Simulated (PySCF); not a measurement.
Start geometry of `F[Si](F)(F)Br` (bromotrifluorosilane) from GFN2-xTB (Å):
```
atom  x, y, z in Å
F1    -0.7374   -1.1696   -0.8262
Si2   -0.0811    0.0065   -0.0122
F3    -0.4249    1.3564   -0.7589
F4    -0.7532    0.0711    1.3879
Br5    2.0302   -0.2985    0.1715
```

Question: What comes out of this run: PBE0-D3(BJ)/def2-SVP geometry optimisation, gas phase in PySCF 2.14.0?

Answer: 
```
atom  x, y, z in Å
F1    -0.4335   -1.2329   -0.8802
Si2    0.0327    0.0541   -0.0652
F3    -0.4290    1.3462   -0.8749
F4    -0.7219    0.0495    1.3388
Br5    2.1784    0.0567    0.2176
```

The energy falls by 0.061 eV over 12 energy and gradient evaluations, the largest force component goes from 0.0315 to 4.1e-04 Eh/bohr, and the atoms move by 0.027 Å rms after alignment. The bond that changes most is Si2–F4 (fluorine-bound silicon to silicon-bound fluorine), which lengthens by 0.040 Å. Bonds longer at the end by more than 0.005 Å: 4 of 4; shorter: 0. Rotational constants go from 4138, 1548, 1542 to 3996, 1514, 1513 MHz. The orientation of the end geometry is arbitrary; only internal coordinates are fixed.

The run used 92 basis functions and 68 SCF cycles in all.

Not checked by PBE0-D3(BJ)/def2-SVP frequencies.
